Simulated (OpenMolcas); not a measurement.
Pd4+ among 8 point charges of -1 e arranged as a cube (Oh).

```yaml
Program: OpenMolcas
Method: "SS-CASPT2, IPEA 0.25 Eh, imaginary shift 0.1 Eh (closed shells correlated: 4s 4p)"
Basis: ANO-RCC-VTZP [7s6p4d2f1g]
Scalar_Hamiltonian: DKH2, point nucleus
Active_space: 6 electrons in 5 orbitals (4d)
State_averaging: 2S+1 = 5 even, 5 roots; 2S+1 = 3 even, 45 roots; 2S+1 = 1 even, 50 roots
Spin-orbit_coupling: state interaction with AMFI integrals over the reference wave functions
```

All point charges move together. At R = 1.94 Å the first state of the same spin is 3020 cm-1, and at R = 2.27 Å it is 1330 cm-1.

**Question.** A third run gives 1960 cm-1. What distance was it run at?

**Answer.** With a power law R^-n the two known points give n = -ln(1330 / 3020) / ln(2.27 / 1.94) = 5.22. Then R = 1.94 × (3020 / 1960)^(1/5.22) = 2.108 Å. The run was at 2.11 Å, so the estimate is off by -0.002 Å.

Roots that are degenerate in the reference are averaged as groups; the widest CASPT2 spread within a group is 470 cm-1 (the 3-fold group of multiplicity 3 near 48900 cm-1 above the lowest state of its run, R = 2.27). Shifts and gaps below about the spread of the groups concerned are not significant. An orbital doublet at a regular site is open to a Jahn-Teller distortion, which this geometry leaves out. Point charges give a weaker field than real ligands, and real ions of this kind are as a rule low spin; the high spin found here belongs to the model. The ground term spreads over less than 5000 cm-1, several times less than with real ligands, so orbital moments are less quenched and χT lies further from the spin-only value than at real sites. Free-ion shares, where given, are those of the reference states; single-state CASPT2 does not remix them. This is an electrostatic model: the charges have no orbitals. No measured value stands beside these numbers.
